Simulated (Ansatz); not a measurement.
Two isomers of CH6OSiZn: A = `[SiH3]C[O][ZnH]`, B = `[SiH3]O[CH2][ZnH]`.

Calculated with Ansatz (gas phase, PBE0-D4/def2-TZVP geometries, no zero-point term in ΔE). CCSD(T)/CBS adds triple-zeta CCSD(T) − MP2 to the extrapolated MP2 energy (def2 sets, frozen cores). Functionals use def2-TZVPP. For Zn outer-core shells are correlated without core-valence functions, which leaves a few kJ/mol of doubt a bond. Scalar relativity is left out up to krypton. One conformer a species, not always the lowest.

Task: Which is lower in electronic energy at CCSD(T)/CBS, and by how much? (Estimate.)

Result: Computed: B, by 23.9 kJ/mol.

Task: Give E(B) − E(A) in kJ/mol with B2PLYP, CCSD/def2-TZVPP, r2SCAN-D4, ωB97M-V, CCSD(T)/def2-TZVPP, MP2/def2-TZVPP, HF/def2-TZVPP. (Best estimate.)

Result: Ansatz gave: B2PLYP -27.4, CCSD/def2-TZVPP -28.7, r2SCAN-D4 -18.3, ωB97M-V -27.1, CCSD(T)/def2-TZVPP -26.4, MP2/def2-TZVPP -29.6, HF/def2-TZVPP -37.2. None reverses the order clearly.

Largest T1 diagnostic: 0.017.

From PBE to PBE0 (25 % exact exchange), in def2-TZVPP and without D4, E(B) − E(A) moves by −5.1 kJ/mol. In def2-TZVPP, CCSD(T) changes the Hartree–Fock value by +10.8 kJ/mol (the triples alone add +2.4 kJ/mol) and MP2 by +7.6 kJ/mol.
